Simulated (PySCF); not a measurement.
## Zn (zinc, neutral) across methods

[Ar] 3d10 4s2, closed-shell 1S. All numbers are calculated (PySCF 2.14, no relativity, point nucleus, in def2-TZVPPD).

```csv
method,E (hartree),mean ε 3p (eV),mean ε 3d (eV),mean ε 4s (eV),Σ⟨r²⟩ (bohr²),⟨S²⟩
UHF,-1777.80708,-104.52,-21.299,-7.966,34.90,0.000
PBE0,-1779.144,-88.120,-13.381,-6.553,33.43,0.000
wB97X,-1779.435,-89.769,-15.841,-8.793,33.44,0.000
LDA,-1776.511,-82.275,-10.876,-6.063,32.99,0.000
PBE,-1779.130,-82.424,-10.583,-5.832,33.29,0.000
wB97M-V,-1779.298,-90.588,-15.853,-8.632,33.53,0.000
BP86,-1779.660,-82.534,-10.726,-6.010,33.12,0.000
r2SCAN,-1779.374,-85.068,-10.913,-6.071,33.17,0.000
TPSS,-1779.403,-83.113,-10.538,-5.805,33.18,0.000
```
